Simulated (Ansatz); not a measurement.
C2H7S (SMILES CC[SH2+]), charge +1, singlet, geometry from GFN2-xTB; PBE0/STO-3G (Ansatz, a program for electronic structure).

The Ansatz input:
Ansatz 0.2 input:
```yaml
crystal:
  periodic: [false, false, false]
  atoms:
    - {symbol: C, position_ang: [-1.39687184, 0.83554816, -0.41512115]}
    - {symbol: C, position_ang: [-0.64617244, -0.47232902, -0.36364883]}
    - {symbol: S, position_ang: [1.03921045, -0.29895051, 0.37330792]}
    - {symbol: H, position_ang: [-1.56034075, 1.25061175, 0.57694656]}
    - {symbol: H, position_ang: [-0.88922469, 1.57243792, -1.03357573]}
    - {symbol: H, position_ang: [-2.37373727, 0.65209273, -0.85884729]}
    - {symbol: H, position_ang: [-1.15365990, -1.21533529, 0.25229539]}
    - {symbol: H, position_ang: [-0.48347414, -0.89395523, -1.35599440]}
    - {symbol: H, position_ang: [1.41579051, 0.79650901, -0.32877442]}
    - {symbol: H, position_ang: [0.67554476, 0.44153247, 1.44764304]}
basis:
  gaussian:
    orbitals: STO-3G
hamiltonian:
  xc: pbe0
total_charge: 1
accuracy: high
```

The log (banner, timings and long lists left out):

```
Functional definition: PBE0
510 factors; integrals over basis functions are off by at most 2.7e-8 eV
mean field evaluation 1: about -12864.9367 eV, gradient 1.8e1 eV
mean field evaluation 2: about -12865.3806 eV, gradient 1.5e1 eV
mean field evaluation 4: about -12866.0734 eV, gradient 4.0e-1 eV
mean field evaluation 8: about -12866.0401 eV, gradient 1.9e-3 eV
mean field evaluation 16: about -12866.0401 eV, gradient 1.7e-8 eV
mean field -12866.04014456 eV, -472.8182543973 hartree, gradient 1.7e-8 eV, S^2 0.000000; 0 other end points of the search recorded, 0 dependent functions left out
reference -12866.04014636 eV, -472.8182544634 hartree; 17, 17 occupied and 9, 9 virtual orbitals, 510 factors
Total energy: -12866.04014636 eV, -472.8182544634 hartree
```
